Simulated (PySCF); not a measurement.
Bonds (- single, = double, # triple, : aromatic): O1-C2, C2-C3, C3:C4, C4:C5, C5:C6, C6-F7, C6:C8, C8:C9, C9:C3. O1 carries H10; C2 carries H11, H12; C4 carries H13; C5 carries H14; C8 carries H15; C9 carries H16.

PySCF 2.14 calculation with GIAO B97-2/pcSseg-2 shieldings and geometry from PBE0-D3(BJ)/def2-TZVP; single conformer, gas phase, non-relativistic, fast rotation and ring inversion assumed for equivalent nuclei.

Scale: TMS for 13C (σref 185.38), 1H (σref 31.64); 17O (σref 327.66) vs H2O; 19F (σref 175.98) against CFCl3 (reference shieldings calculated alike).

| atoms | nucleus | count | δ (ppm) |
| --- | --- | --- | --- |
| C5/C8 | 13C | 2 | 121.4 |
| H11/H12 | 1H | 2 | ? |
| H10 | 1H | 1 | 0.48 |
| H13/H16 | 1H | 2 | ? |
| H14/H15 | 1H | 2 | 7.26 |
| C3 | 13C | 1 | ? |
| C2 | 13C | 1 | 71.4 |
| O1 | 17O | 1 | 47.7 |
| F7 | 19F | 1 | -117.5 |
| C6 | 13C | 1 | 173.0 |
| C4/C9 | 13C | 2 | 135.4 |

Estimate the values marked ?.

## Answers


- C3: 146.0 ppm, substituted aromatic carbon
- H13/H16: 7.72 ppm, hydrogen on an aromatic CH; aromatic region
- H11/H12: 4.71 ppm, hydrogen on an sp3 CH2 bonded to O, on an aromatic ring; its carbon carries O, which withdraws density

OH/NH shifts are gas-phase values; hydrogen bonding in solution moves them, usually downfield. Shifts are as computed. Against solution values, carbons near 30 ppm lie about +3 ppm off and those near 130 ppm about +7 ppm. Of 1211 compounds with measured shifts, 218 miss one by over three times the rms of a fit or turn the order of signals round; such compounds aren't used in these exercises. Unscaled 19F shifts against computed CFCl3 carry errors that often reach 10 to 50 ppm. Experimental scales use liquid or dissolved standards, which lie at an offset from isolated H2O (liquid H2O: subtract about 36 ppm).
